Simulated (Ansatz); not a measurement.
Cost and result for the atomization energy of `C=C[SiH2][SiH2]Cl` (12 atoms, 11 bonds).

```xyz
12

C    -1.580   -1.525   -0.680
C    -1.316   -0.470    0.086
Si   -0.169    0.898   -0.429
Si    1.806    0.793    0.827
Cl    2.706   -1.033    0.474
H    -1.156   -1.630   -1.675
H    -2.231   -2.329   -0.350
H    -1.768   -0.425    1.076
H    -0.786    2.236   -0.203
H     0.173    0.748   -1.869
H     1.542    0.885    2.287
H     2.779    1.853    0.455
```

Total charge 0; spin multiplicity 1. All single points use the PBE0-D4/def2-TZVP geometry. It is one conformer, not always the lowest. Program: Ansatz. All runs use 4 threads of a server CPU on a shared host. Times are those of one run each, without the atoms' runs, and a repeat can differ threefold. Electronic energies, without spin–orbit coupling; frozen cores. CCSD(T)/CBS adds CCSD(T) − MP2 in def2-TZVPP to the MP2 limit, and its time is that of the two runs behind it. T1 = 0.011. B3LYP takes the VWN-RPA correlation (the form of Gaussian; ORCA's B3LYP/G).

CCSD(T)/CBS is a level of theory with its own doubt, some kJ/mol a heavy atom from the limit and from the frozen cores, so smaller differences don't rank the functionals.

| level | functions | wall time |
| --- | --- | --- |
| PBE-D4/def2-TZVPP (with forces) | 286 | 8 s |
| PBE0-D4/def2-TZVPP | 286 | 10 s |
| r2SCAN-D4/def2-TZVPP (with forces) | 286 | 14 s |
| B3LYP-D4/def2-TZVPP (with forces) | 286 | 16 s |
| B2PLYP/def2-TZVPP | 286 | 19 s |
| ωB97X-V/def2-TZVPP | 286 | 22 s |
| ωB97M-V/def2-TZVPP (with forces) | 286 | 32 s |
| MP2/def2-QZVPP | 534 | 89 s |
| CCSD(T)/def2-TZVPP | 286 | 7.1 min |
| CCSD(T)/CBS(def2) | – | 8.6 min |

Problem. What atomization energy does each give, and how far from CCSD(T)/CBS? (Best estimate.)

Solution. Computed: 
| level | atomization (kJ/mol) | difference from CCSD(T)/CBS | per bond |
| --- | --- | --- | --- |
| PBE-D4/def2-TZVPP (with forces) | 4212.7 | 30.1 | 2.7 |
| PBE0-D4/def2-TZVPP | 4178.0 | -4.6 | -0.4 |
| r2SCAN-D4/def2-TZVPP (with forces) | 4190.7 | 8.1 | 0.7 |
| B3LYP-D4/def2-TZVPP (with forces) | 4174.9 | -7.7 | -0.7 |
| B2PLYP/def2-TZVPP | 4123.4 | -59.2 | -5.4 |
| ωB97X-V/def2-TZVPP | 4201.2 | 18.6 | 1.7 |
| ωB97M-V/def2-TZVPP (with forces) | 4188.0 | 5.4 | 0.5 |
| MP2/def2-QZVPP | 4166.5 | -16.1 | -1.5 |
| CCSD(T)/def2-TZVPP | 4074.7 | -107.9 | -9.8 |
| CCSD(T)/CBS(def2) | 4182.6 | 0.0 | 0.0 |

The D4 term adds +48.4 kJ/mol with B3LYP and +25.8 kJ/mol with PBE0; it sums over pairs of atoms, weighted by their polarisabilities, and B3LYP, whose exchange is more repulsive, gets the larger term. In def2-TZVPP, CCSD(T) changes the Hartree–Fock value by +903.5 kJ/mol (the triples alone add +53.8 kJ/mol) and MP2 by +931.3 kJ/mol; breaking electron pairs costs correlation energy, which Hartree–Fock lacks. From PBE to PBE0 (25 % exact exchange), in def2-TZVPP and without D4, the atomization energy moves by −30.5 kJ/mol: exact exchange takes away binding that semilocal exchange gives to molecules.
